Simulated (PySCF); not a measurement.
**Correlation energy of Sc²⁺ (scandium, charge +2)**

[Ar] 3d1, 2D determinant. Calculation: PySCF 2.14, in Sapporo-DKH3-DZP-2012 (6s5p3d1f, 43 functions); the spin-free X2C one-electron Hamiltonian (Gaussian nucleus). Frozen: [Ne]; 9 electrons correlated.

MP2 pair energies summed by pair of shells (mhartree):

```json
{"pair": "3p-3p", "energy": "-135.23", "share (%)": "74.5"}
{"pair": "3s-3p", "energy": "-21.29", "share (%)": "11.7"}
{"pair": "3p-3d", "energy": "-14.91", "share (%)": "8.2"}
{"pair": "3s-3s", "energy": "-6.80", "share (%)": "3.7"}
{"pair": "3s-3d", "energy": "-3.23", "share (%)": "1.8"}
```

Total MP2 correlation energy: -181.47 mhartree.

Same-spin part -50.16 and opposite-spin part -131.30 mhartree; SCS-MP2 scales them by 1/3 and 6/5 to -174.29 mhartree.
